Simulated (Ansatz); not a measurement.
Gas-phase electronic energies from Ansatz, PBE0-D4/def2-TZVP geometries. CCSD(T)/CBS is the MP2 limit (def2-TZVPP, def2-QZVPP) plus CCSD(T) − MP2 in def2-TZVPP, frozen cores. Functionals use def2-TZVPP. B3LYP here is the variant with VWN-RPA as its local correlation; programs differ in this. def2 core potentials past Kr. For I outer-core shells are correlated without core-valence functions, which leaves a few kJ/mol of doubt a bond. Each species was taken in one conformer, which may not be the lowest.

Consider the redistribution: `N[SiH]1C=CN1` + `[SiH3]OCI` → `I[SiH]1C=CN1` + `NCO[SiH3]`.

| level | ΔE (kJ/mol) | difference from CCSD(T)/CBS |
| --- | --- | --- |
| PBE-D4 | -18.9 | -2.5 |
| r2SCAN-D4 | -17.0 | -0.6 |
| PBE0-D4 | -24.5 | -8.1 |
| B3LYP-D4 | -13.6 | 2.8 |
| ωB97X-V | -23.2 | -6.8 |
| ωB97M-V | -19.6 | -3.2 |
| B2PLYP | -15.9 | 0.5 |
| PBE | -20.0 | -3.6 |
| r2SCAN | -17.2 | -0.8 |
| PBE0 | -25.3 | -8.9 |
| B3LYP | -15.5 | 0.9 |
| HF/def2-TZVPP | -29.9 | -13.5 |
| MP2/def2-TZVPP | -17.7 | -1.3 |
| SCS-MP2/def2-TZVPP | -17.3 | -0.9 |
| CCSD/def2-TZVPP | -19.4 | -3.0 |
| CCSD(T)/def2-TZVPP | -16.9 | -0.5 |
| HF/def2-QZVPP | -28.8 | -12.4 |
| MP2/def2-QZVPP | -17.0 | -0.6 |
| SCS-MP2/def2-QZVPP | -16.8 | -0.4 |
| HF/CBS(def2) | -28.6 | -12.2 |
| MP2/CBS(def2) | -17.2 | -0.8 |
| CCSD/CBS(def2) | -18.9 | -2.5 |
| CCSD(T)/CBS | -16.4 | 0 |

Largest T1 diagnostic among the species: 0.013.

In def2-TZVPP, CCSD(T) changes the Hartree–Fock value by +12.9 kJ/mol (the triples alone add +2.5 kJ/mol) and MP2 by +12.2 kJ/mol. From PBE to PBE0 (25 % exact exchange), in def2-TZVPP and without D4, ΔE moves by −5.3 kJ/mol.
